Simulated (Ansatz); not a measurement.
`[OH][GeH]([OH])[SiH3]` → `[OH][GeH2][OH]` + `[SiH2]`  (silylene loss)

Program: Ansatz. Geometries: PBE0-D4/def2-TZVP. ΔE: electronic, gas phase. CBS: MP2 limit from def2 TZ/QZ plus the TZ coupled-cluster correction, frozen cores. This one scheme is used for every species. For Ge outer-core shells are correlated without core-valence functions, which leaves a few kJ/mol of doubt a bond. Scalar relativity is left out up to krypton. One conformer a species, not always the lowest.

`[OH][GeH]([OH])[SiH3]`:

```xyz
10

O     0.324   -2.038   -0.565
Ge   -0.637   -0.704    0.126
O    -1.856   -0.146   -1.049
Si    0.805    1.113    0.723
H     0.974   -1.749   -1.210
H    -1.456   -1.367    1.236
H    -1.492    0.402   -1.748
H     1.837    0.663    1.691
H     0.019    2.229    1.309
H     1.481    1.597   -0.514
```

`[OH][GeH2][OH]`:

```xyz
7

O    -0.081   -0.379    1.514
Ge    0.010    0.496   -0.028
O     0.975   -0.409   -1.210
H    -0.840   -0.962    1.576
H    -1.422    0.694   -0.567
H     0.809    1.768    0.238
H     0.548   -1.208   -1.523
```

`[SiH2]`:

Z-matrix (Å, degrees):
```
Si
H 1 1.525
H 1 1.525 2 91.2
```

| species | MP2/CBS(def2) energy (Eh) |
| --- | --- |
| `[OH][GeH]([OH])[SiH3]` | -2519.13194 |
| `[OH][GeH2][OH]` | -2228.87314 |
| `[SiH2]` | -290.15886 |

(1) Work out ΔE.

Largest T1 diagnostic among the species: 0.014.

Results:

(1) ΔE = (-2228.87314) + (-290.15886) − (-2519.13194) = 0.09994 Eh = +262.4 kJ/mol. CCSD(T)/CBS gives +246.9 kJ/mol.

Leaving LDA and LC-ωPBE aside and taking each functional with its dispersion term where it has one, the values, not all of them listed here, spread over 31.4 kJ/mol, from BLYP-D4 to r2SCAN-D4. LDA lies +29.5 kJ/mol from PBE without D4. The D4 term adds +12.3 kJ/mol with B3LYP and +6.8 kJ/mol with PBE0; it sums over pairs of atoms, weighted by their polarisabilities, and B3LYP, whose exchange is more repulsive, gets the larger term.

B3LYP here is the variant with VWN-RPA as its local correlation; programs differ in this.
